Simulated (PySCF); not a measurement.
A side-by-side comparison of computed properties.

First species: C₂H₁₃NSSi₄.
SMILES with atom numbers: `[CH3:1][N:2]1[CH2:3][SiH2:4][Si@@H:5]([SiH3:6])[S:7][SiH2:8]1` (hydrogens: H9, H10, H11 on C1; H12, H13 on C3; H14, H15 on Si4; H16 on Si5; H17, H18, H19 on Si6; H20, H21 on Si8)

Cartesian coordinates in Å at the GFN2-xTB level; atoms count from 1:
```xyz
21
C2H13NSSi4 angstrom
C     -2.0528   -0.9770    0.9741
N     -1.3487   -0.3723   -0.1225
C     -1.5428    1.0687   -0.2339
Si    -0.0482    1.9830    0.5505
Si     1.7817    0.9244   -0.4389
Si     3.0011   -0.6027    0.8260
S      0.9654   -0.1067   -2.1953
Si    -0.6075   -1.2910   -1.3625
H     -3.1388   -0.9306    0.8285
H     -1.8101   -0.4629    1.9084
H     -1.7638   -2.0211    1.0619
H     -1.6106    1.3397   -1.2901
H     -2.5013    1.3361    0.2167
H     -0.2560    3.4212    0.3408
H     -0.0800    1.7567    2.0039
H      2.6550    1.8710   -1.1448
H      3.6413    0.1152    1.9328
H      2.1373   -1.6254    1.4294
H      4.0550   -1.3212    0.1070
H     -1.4373   -1.6150   -2.5215
H     -0.0478   -2.4733   -0.7164
```

Second species: C4H13FOSi2.
Z-matrix (Å and degrees, GFN2-xTB geometry), rows numbered from 1:
```
C 
O   1  1.4035
C   2  1.4404  1  117.67
Si  3  1.9216  2   98.13  1   169.76
Si  3  1.9247  2  112.90  1    52.37
C   3  1.5347  2  111.65  1   -70.82
C   6  1.5211  3  112.87  2   -52.08
F   7  1.3770  6  110.28  3   173.42
H   1  1.0898  2  106.07  3   176.65
H   1  1.0964  2  111.69  3   -64.58
H   1  1.0947  2  112.21  3    57.84
H   4  1.4600  3  109.46  2    45.83
H   4  1.4663  3  109.30  2   167.41
H   4  1.4607  3  107.68  2   -73.10
H   5  1.4612  3  109.14  2    42.82
H   5  1.4673  3  110.63  2   -78.17
H   5  1.4610  3  107.46  2   163.51
H   6  1.0948  3  110.65  2    68.77
H   6  1.0919  3  108.59  2  -173.67
H   7  1.0938  6  111.75  3   -68.03
H   7  1.0940  6  111.24  3    55.14
```

Levels: PBE0/pcSseg-1 for HOMO energy, LUMO energy and HOMO–LUMO gap. Geometries: GFN2-xTB. Each structure is a single optimised conformer of the isolated species, non-relativistic unless stated; the electronic structure was computed with PySCF and density fitting.

The conformers computed, where there is a choice (atom-mapped SMILES and torsion angles):
- `[CH3:1][O:2][C:3]([SiH3:4])([SiH3:5])[CH2:6][CH2:7][F:8]`: C1–O2–C3–Si4 170°, O2–C3–C6–C7 -52°, C3–C6–C7–F8 173°

The conformers of `CN1C[SiH2][Si@@H]([SiH3])S[SiH2]1` aren't listed.

Values for the first species:

```
HOMO energy   : -6.34 eV
LUMO energy   : -0.91 eV
HOMO–LUMO gap : 5.43 eV
```

Question: Estimate the same properties for the second species, and the change in each.

Answer: 
| property | first | second | second less first |
| --- | --- | --- | --- |
| HOMO energy | -6.34 eV | -7.45 eV | -1.11 eV |
| LUMO energy | -0.91 eV | 0.31 eV | +1.22 eV |
| HOMO–LUMO gap | 5.43 eV | 7.76 eV | +2.33 eV |

